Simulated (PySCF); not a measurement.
CH7Cl2NSi2, SMILES C(N[SiH](Cl)Cl)[SiH3]. Coordinates come from a PBE-D3(BJ)/def2-SVP optimisation. This is a generated structure with no PubChem entry under its InChIKey; it may be hypothetical. Other conformers were not sampled.

Give the equilibrium geometry at PBE-D3(BJ)/def2-SVP (PySCF confirms it by a frequency run) as bond lengths and angles. (The exact figures need the calculation; the answer reports its results.)

One answer among several that fit: 
Atoms: Si1 C2 N3 Si4 Cl5 Cl6 H7 H8 H9 H10 H11 H12 H13. Bonds (Å): Si1–C2 1.910, Si1–H7 1.505, Si1–H8 1.506, Si1–H9 1.503, C2–N3 1.463, C2–H10 1.117, C2–H11 1.113, N3–Si4 1.723, N3–H12 1.024, Si4–Cl5 2.088, Si4–Cl6 2.070, Si4–H13 1.491. Angles (°): C2–Si1–H7 110.4, C2–Si1–H8 108.5, C2–Si1–H9 110.2, H7–Si1–H8 109.0, H7–Si1–H9 109.8, H8–Si1–H9 108.8, Si1–C2–N3 111.1, Si1–C2–H10 110.2, Si1–C2–H11 107.2, N3–C2–H10 113.3, N3–C2–H11 109.1, H10–C2–H11 105.5, C2–N3–Si4 123.2, C2–N3–H12 114.8, Si4–N3–H12 117.0, N3–Si4–Cl5 113.9, N3–Si4–Cl6 106.7, N3–Si4–H13 110.4, Cl5–Si4–Cl6 108.3, Cl5–Si4–H13 106.4, Cl6–Si4–H13 111.4.
Charge 0, spin multiplicity 1.
